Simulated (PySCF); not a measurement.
Si(Cl)(OH)(NH2)2 (ClH5N2OSi), SMILES N[Si](N)(O)Cl.

Geometry optimised at PBE0-D3(BJ)/def2-SVP. This is a generated structure with no PubChem entry under its InChIKey; it may be hypothetical. Other conformers were not sampled.

Computed with B3LYP/def2-TZVP (PySCF).

Isolated molecule, no solvent.

- total energy: -937.76044 hartree
- highest occupied level: -7.50 eV
- lowest empty level: 0.31 eV
- orbital gap: 7.81 eV
- dipole moment: 1.22 D
- quadrupole, principal values (traceless, Buckingham form, about the centre of nuclear charge): -10.93, 2.83, 8.10 D·Å
- mean static polarisability: 52.6 bohr³ (7.80 Å³)
- polarisability, principal values: 48.2, 51.0, 58.7 bohr³
